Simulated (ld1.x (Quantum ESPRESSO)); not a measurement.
## Ga (Z = 31): one change to a PAW potential, before and after

ld1.x (Quantum ESPRESSO) 7.5 input, shortened:

```
&input
   title='Ga', zed=31., rel=1, dft='PBE', iswitch=3,
   config='[Ar] 3d10 4s2 4p0'
 /
 &inputp
   pseudotype=3, lpaw=.true., tm=.true., lloc=-1, rcloc=1.30,
   nlcc=.true., new_core_ps=.true., rcore=1.30,
   which_augfun='PSQ', rmatch_augfun_nc=.true.
 /
4
4S  1  0   2.00   0.00  1.40  1.65  0.0
4S  1  0   0.00  -0.35  1.40  1.65  0.0
4P  2  1   0.00   0.00  2.15  2.40  0.0
4P  2  1   0.00   0.30  2.15  2.40  0.0
 &test
   configts(1)='4s2 4p0'
 /
```

Change: local potential all-electron potential smoothed inside 0.94 bohr (lloc = -1).

Cutoffs: the cutoffs (Ry, on a coarse ladder) from which the occupation-weighted sum of valence levels, in a spherical-Bessel basis at the reference potential, stays within 10 and 1 mRy of its value at 400 Ry; they do not see the model core or the augmentation charge, which bear on the density cutoff. Errors are all-electron minus pseudo energies relative to the spin-unpolarised reference configuration.

What does the change do?

The potential gets neither clearly harder nor softer (12 Ry and 30 Ry → 15 Ry and 18 Ry); the bound ghosts move from s to d, s; the errors of the 7 common tests hardly move; the range in which the p phases agree narrows (upper end 3.3 → 2.1). A state that the projectors do not describe sees the local part alone, so a deeper or shallower local part can create or remove a ghost.

| quantity | base | changed |
| --- | --- | --- |
| cutoff, loose | 12 Ry | 15 Ry |
| cutoff, tight | 30 Ry | 18 Ry |
| bound ghosts | s | s, d |
| error for 4s2 4p1, meV [ΔE -5.69 eV] | -11 | -11 |
| error for 4s1 4p0, meV [ΔE 21.13 eV] | -118 | -118 |
| error for 4s2 4p0.5, meV [ΔE -3.66 eV] | -4.0 | -4.0 |
| error for 4s1 4p2, meV [ΔE 0.85 eV] | -4.7 | -4.2 |
| error for 4s1 4p1, meV [ΔE 7.37 eV] | -19 | -18 |
| error for 4s2 4p1.3, meV [ΔE -6.22 eV] | -13 | -13 |
| error for 4s0 4p3, meV [ΔE 7.68 eV] | -34 | -31 |
| s: phases at 2.61 bohr within 0.05 rad from the reference energy up to (Ry; the scan ends near 5) | to the end of the scan | to the end of the scan |
| p: phases at 2.61 bohr within 0.05 rad from the reference energy up to (Ry; the scan ends near 5) | 3.3 | 2.1 |
| lowest overlap eigenvalue by channel | s 0.49, p 0.56 | s 0.46, p 0.39 |

 A true bound ghost makes a file unfit for plane-wave use even where its test errors are small: the radial tests pick states by their node count and pass the ghost by.
